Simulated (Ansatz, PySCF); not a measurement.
Dimer: C2H2 (SMILES C#C) (first 4 atoms) with N2 (SMILES N#N); geometry from B3LYP-D3(BJ)/def2-TZVP, rigid monomers moved along the line of their centres of mass till H4···N6 is 2.34 Å.
(charge 0, multiplicity 1):
```xyz
6

C     -0.4374     0.4278    -1.0306
C     -0.0409     0.0401     0.0303
H     -0.7903     0.7730    -1.9716
H      0.3088    -0.3019     0.9744
N      0.4027    -0.3958     4.3890
N      0.4764    -0.4667     3.3033
```

Quantity: the interaction energy.

Counterpoise-corrected where a basis set is named; no monomer relaxation.

Frozen-core correlation. CBS(a, b) extrapolates the correlation energy as X⁻³ and adds the Hartree–Fock energy of set b.

Run with Ansatz (Gaussian basis) for Hartree–Fock, density functionals and correlated methods; PySCF for the dispersion terms. 

Costs are ratios of core time to PBE/def2-TZVPPD (roughly 4 s), for whole runs (searches for the state included, and forces where a run took them) on one shared machine, so rough; each difference counts from -0.39 kcal/mol (MP2/CBS(aug-cc-pVDZ, aug-cc-pVTZ) + ΔCCSD(T)/aug-cc-pVDZ, a level with limits of its own).

| level | basis functions | cost |
|---|---|---|
| PBE/def2-TZVPPD | 182 | ×1 |
| PBE-D3(BJ)/def2-TZVPPD | 182 | ×1 |
| PBE0/def2-TZVPPD | 182 | ×2 |
| PBE0-D3(BJ)/def2-TZVPPD | 182 | ×2 |
| B3LYP/def2-TZVPPD | 182 | ×2 |
| B3LYP-D3(BJ)/def2-TZVPPD | 182 | ×2 |
| r2SCAN/def2-TZVPPD | 182 | ×2 |
| r2SCAN-D3(BJ)/def2-TZVPPD | 182 | ×2 |
| MP2/aug-cc-pVTZ | 230 | ×3 |
| wB97X-V/def2-TZVPPD | 182 | ×4 |
| wB97M-V/def2-TZVPPD | 182 | ×5 |
| CCSD(T)/aug-cc-pVDZ | 110 | ×10 |

Each difference (kcal/mol): PBE/def2-TZVPPD 0.18; PBE-D3(BJ)/def2-TZVPPD -0.26; PBE0/def2-TZVPPD 0.25; PBE0-D3(BJ)/def2-TZVPPD -0.16; B3LYP/def2-TZVPPD 0.58; B3LYP-D3(BJ)/def2-TZVPPD -0.09; r2SCAN/def2-TZVPPD 0.50; r2SCAN-D3(BJ)/def2-TZVPPD 0.32; MP2/aug-cc-pVTZ -0.10; wB97X-V/def2-TZVPPD 0.09; wB97M-V/def2-TZVPPD 0.12; CCSD(T)/aug-cc-pVDZ 0.23.

Ansatz is a program for electronic structure.
